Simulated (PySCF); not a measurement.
C5H12OSi.
Atom-mapped SMILES: `[OH:1][SiH2:2][CH:3]1[CH2:4][CH2:5][CH2:6][CH2:7]1` (hydrogens: H8 on O1; H9, H10 on Si2; H11 on C3; H12, H13 on C4; H14, H15 on C5; H16, H17 on C6; H18, H19 on C7)

Method: PySCF 2.14.0, PBE0-D3(BJ)/def2-SVP geometry optimisation, gas phase.

**Question.** List the bond lengths, angles and torsions at this level.

**Answer.** 
```
          bond  length (Å)
        O1–Si2       1.671
        Si2–C3       1.878
         C3–C4       1.556
         C4–C5       1.539
         C5–C6       1.526
         C6–C7       1.526
         C3–C7       1.543
         O1–H8       0.961
        Si2–H9       1.501
       Si2–H10       1.492
        C3–H11       1.105
C4–H12, C7–H19       1.101
C4–H13, C7–H18       1.104
C5–H14, C6–H17       1.102
C5–H15, C6–H16       1.102
```

Bonds in one row agree within 0.01 Å and their mean is given. A selection of angles:
```
     angle  degrees
 Si2–O1–H8    116.5
 O1–Si2–C3    112.7
 O1–Si2–H9    111.1
O1–Si2–H10    104.9
 C3–Si2–H9    109.3
H9–Si2–H10    109.5
 Si2–C3–C4    113.6
Si2–C3–H11    108.1
  C4–C3–C7    105.4
 C4–C3–H11    109.0
 C7–C3–H11    108.0
  C3–C4–C5    105.8
 C3–C4–H12    110.0
 C3–C4–H13    113.0
 C5–C4–H12    111.0
 C5–C4–H13    111.2
H12–C4–H13    105.9
  C4–C5–C6    104.7
 C4–C5–H14    112.8
 C4–C5–H15    109.8
 C6–C5–H14    113.4
 C6–C5–H15    109.1
H14–C5–H15    106.9
  C5–C6–C7    102.8
 C5–C6–H16    113.4
 C5–C6–H17    110.2
 C7–C6–H16    113.5
 C7–C6–H17    109.6
 C6–C7–H18    108.9
 C6–C7–H19    113.7
  C3–C7–C6    103.8
 C3–C7–H18    110.9
 C3–C7–H19    112.6
H18–C7–H19    106.8
```

Torsions: O1–Si2–C3–C4 58° (synclinal); Si2–C3–C4–C5 127° (anticlinal); C3–C4–C5–C6 22° (synperiplanar); C4–C5–C6–C7 -39° (synclinal); C5–C6–C7–C3 41° (synclinal); Si2–C3–C7–C6 -152° (antiperiplanar); H8–O1–Si2–C3 59° (synclinal). The mirror-image conformer, all signs reversed, is as good.

O1 (silanol oxygen) is bent (angle 116.5°). Si2 (oxygen-bound silicon) is distorted tetrahedral (angles from 104.9° to 112.7°). The C–C distances run from 1.526 Å (C5–C6, drawn single) to 1.556 Å (C3–C4, drawn single), a spread of 0.030 Å. The 5-membered ring C3–C4–C5–C6–C7 has internal angles of 102.8° to 105.8° (sum 522°, against 540° for a flat polygon); it is puckered, 0.18 Å rms from its mean plane, widest ring torsion 41°.

Point group: C1 (no symmetry element, even within 0.4 Å). Stationary, but not proved a minimum. One conformer, not necessarily the lowest (H–O1–Si2–C3 59°, O1–Si2–C3–C4 58°, Si2–C3–C4–C5 127°, C3–C4–C5–C6 22°, C4–C5–C6–C7 -39°, C5–C6–C7–C3 41°).
